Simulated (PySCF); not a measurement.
PbCl3, SMILES [Cl][Pb-]([Cl])[Cl], charge -1.

Coordinates come from a B3LYP-D3(BJ)/def2-SVPD optimisation. The isomer is the one that the SMILES or the coordinates give; other isomers of the formula were not compared. The def2 effective core potentials stand for the cores of Pb; spin–orbit coupling is left out.

Two levels are set side by side: PBE/def2-TZVPD (PySCF) and ωB97X/def2-TZVPD (PySCF). Same geometry, gas phase. Differences are taken from unrounded values.

| quantity | ωB97X |
|---|---|
| orbital gap (eV) | 9.35 |
| highest occupied level (eV) | -5.57 |
| lowest empty level (eV) | 3.78 |
| mean polarisability (bohr³) | 107.9 |

Task: What does PBE give, and how far is it from ωB97X? (An estimate is asked for; the answer gives what the named calculation found.)

Result: 
```
quantity                       PBE  PBE minus ωB97X
---------------------------  -----  ---------------
orbital gap (eV)              3.97            -5.39
highest occupied level (eV)  -2.38             3.20
lowest empty level (eV)       1.59            -2.19
mean polarisability (bohr³)  117.0              9.1
```

Without exact exchange PBE keeps part of each electron's self-repulsion, which lifts occupied levels and narrows the gap. Loosely held outer electrons make PBE densities more polarisable. Differences between two approximate levels are no errors against the true value.

Rough cost on one machine, each run with all the roots and properties that it gave: ωB97X against PBE within a factor of 2.
